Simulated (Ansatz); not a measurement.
## Ansatz (development build ahead of 0.2.0) run

```yaml
crystal:
  periodic: [false, false, false]
  atoms:
    - { symbol: Be, position_ang: [0.0, 0.0, 0.0] }
    - { symbol: H, position_ang: [2.21023, 0.0, 1.27608] }
    - { symbol: H, position_ang: [-1.31517, 0.0, 0.75931] }
basis:
  gaussian: { orbitals: "6-31G" }
total_charge: 1
magnetization:
  initial_magnetization: 1
hamiltonian:
  xc: hf
correlation:
  method: fci
  frozen_orbitals: { Be: 0, H: 0 }
```

The input is written out in the form of the current development build from the run's settings.

Output:

```
Converged    : yes
Total energy : -15.36770 hartree
State        : lowest doublet root, of any spatial symmetry
```
